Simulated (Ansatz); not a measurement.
Cartesian coordinates (Å):
```xyz
8

C      1.4659    -0.2005     0.4643
C      0.2983    -0.1199    -0.1057
C     -0.8678    -0.0440    -0.6859
O     -2.0100     0.4684    -0.1476
H      1.7591    -1.0726     1.0440
H      2.1977     0.5996     0.3819
H     -1.0235    -0.4035    -1.6967
H     -1.8197     0.7724     0.7457
```
Charge 0, multiplicity 1.

Method: frozen-core CCSD(T)/def2-TZVPP // PBE0-D3(BJ)/def2-TZVP (Ansatz, a first-principles code).

```yaml
HF energy: -190.79569 Ha
MP2 correlation energy: -0.70892 Ha
```

**Question.** Estimate the CCSD correlation energy, the (T) correction, the total energy and the T1 diagnostic.

**Answer.** 
| Item | Value |
|---|---|
| CCSD correlation energy | -0.73257 Ha |
| (T) correction | -0.03333 Ha |
| CCSD(T) total energy | -191.56159 Ha |
| T1 diagnostic | 0.013 |
